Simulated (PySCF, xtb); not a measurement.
**Two structures of CH3CaP**

Structure X is a singlet given by its coordinates and structure Y is the triplet with the links of `[CH2]1[PH][Ca]1`. Both are isolated molecules in the gas phase, relaxed with PBE0-D3(BJ)/def2-SVP.

X (Å):

```xyz
6

C    -3.1941    2.2487    1.1703
Ca   -2.3964   -0.2576    1.7025
P    -3.5413    1.3387   -0.2058
H    -3.4048    3.3249    1.2636
H    -2.7253    1.9348    2.1475
H    -1.5739   -1.8733    2.6018
```

Close contacts (Å): C1–Ca2 2.68, C1–P3 1.69, Ca2–P3 2.74, C1–H4 1.10, C1–H5 1.13, Ca2–H5 2.26, Ca2–H6 2.02.

Y (Å):

```xyz
6

C     0.3438   -0.9946    0.3535
Ca    0.6787    0.1456   -1.8809
P     0.3327    0.6939    0.8878
H    -0.5498   -1.6318    0.3954
H    -1.0763    0.9276    0.7242
H     1.2800   -1.5461    0.5300
```

Q: Estimate which is lower in electronic energy at CCSD(T)/def2-TZVP, and by roughly how much.

A: The CCSD(T)/def2-TZVP calculation puts structure Y lower, by 0.129 eV.

Level by level:

```tsv
level	geometry	E(Y) − E(X) (eV)	departure from the last row (eV)	job, with rough time for the two
PBE0-D3(BJ)/def2-SVP	PBE0-D3(BJ)/def2-SVP	−0.217	−0.088	optimisation, 4.4 min
HF/def2-TZVP	PBE0-D3(BJ)/def2-SVP	−0.649	−0.520	part of the CCSD(T) run
MP2/def2-TZVP	PBE0-D3(BJ)/def2-SVP	−0.160	−0.031	part of the CCSD(T) run
CCSD(T)/def2-TZVP	PBE0-D3(BJ)/def2-SVP	−0.129		single point, 7.5 min
```

None of the levels shown reverses the order. The largest departure from CCSD(T)/def2-TZVP is that of HF/def2-TZVP, 0.520 eV. No reliable frequencies are at hand for X, so it isn't confirmed as a minimum. Levels run at GFN2-xTB geometries aren't shown. The triplet state of Y needn't be its ground state.

Open shells are spin-unrestricted. The correlated steps freeze 11 core orbitals; the last core shell of Ca is correlated, in a basis made for valence electrons. Run with PySCF 2.14.0, xtb 6.7.1; the last row on 2 threads of Intel(R) Xeon(R) Platinum 8488C (Sapphire Rapids) on a shared host.
